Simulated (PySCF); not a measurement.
InBr2, SMILES [Br][In][Br], multiplicity 2.

Geometry optimised at B3LYP-D3(BJ)/def2-SVP. The multiplicity is an assumed one; other spin states were not compared. The isomer is the one that the SMILES or the coordinates give; other isomers of the formula were not compared. The def2 effective core potentials stand for the cores of In; spin–orbit coupling is left out.

Method: B3LYP-D3(BJ)/def2-SVP (PySCF 2.14.0).

Frequencies are harmonic and unscaled.

Computed normal modes with their intensities:
```json
[
 {"mode": "1", "ν (cm⁻¹)": "52", "IR (km/mol)": "1.4", "moving atoms (share of kinetic energy)": "Br 70 %, In 30 %"},
 {"mode": "2", "ν (cm⁻¹)": "194", "IR (km/mol)": "7.7", "moving atoms (share of kinetic energy)": "Br 71 %, In 29 %"},
 {"mode": "3", "ν (cm⁻¹)": "237", "IR (km/mol)": "36.2", "moving atoms (share of kinetic energy)": "In 51 %, Br 49 %"}
]
```
